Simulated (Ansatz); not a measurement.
`C[N]=[Mo]([NH2])(=[O])[Cl]` and `C[N]=[Mo]([NH2])(=[O])[N](C)C` differ in one atom or group.

Ansatz, PBE0-D4/def2-TZVP geometries, multiplicity 1. Each molecule was computed in one conformer, which needn't be the lowest.

Elements past krypton have def2 core potentials.

```json
{"property": "HOMO–LUMO gap (B3LYP/def2-TZVPP) / eV", "`C[N]=[Mo]([NH2])(=[O])[Cl]`": "5.43"}
{"property": "LUMO energy (PBE/def2-TZVPP) / eV", "`C[N]=[Mo]([NH2])(=[O])[Cl]`": "-2.55"}
{"property": "HOMO–LUMO gap (PBE/def2-TZVPP) / eV", "`C[N]=[Mo]([NH2])(=[O])[Cl]`": "3.81"}
{"property": "HOMO energy (B3LYP/def2-TZVPP) / eV", "`C[N]=[Mo]([NH2])(=[O])[Cl]`": "-7.49"}
{"property": "HOMO energy (PBE/def2-TZVPP) / eV", "`C[N]=[Mo]([NH2])(=[O])[Cl]`": "-6.36"}
{"property": "HOMO energy (ωB97M-V/def2-TZVPP) / eV", "`C[N]=[Mo]([NH2])(=[O])[Cl]`": "-9.96"}
```

(1) What does the change do to each property? (Best estimate.)

Results:

(1) Ansatz gave: 
```
                             property  `C[N]=[Mo]([NH2])(=[O])[N](C)C`  shift
HOMO–LUMO gap (B3LYP/def2-TZVPP) / eV                             5.04  -0.39
    LUMO energy (PBE/def2-TZVPP) / eV                            -1.71   0.84
  HOMO–LUMO gap (PBE/def2-TZVPP) / eV                             3.43  -0.38
  HOMO energy (B3LYP/def2-TZVPP) / eV                            -6.17   1.32
    HOMO energy (PBE/def2-TZVPP) / eV                            -5.14   1.22
HOMO energy (ωB97M-V/def2-TZVPP) / eV                            -8.55   1.41
```

With PBE0 the HOMO rises by 1.34 eV and the LUMO rises by 0.93 eV, so the gap narrows by about 0.41 eV. PBE moves the HOMO by 1.22 eV and ωB97M-V by 1.41 eV.

Positive LUMOs are unbound, so they and the gaps depend on the basis.

B3LYP here is the variant with VWN-RPA as its local correlation; programs differ in this.
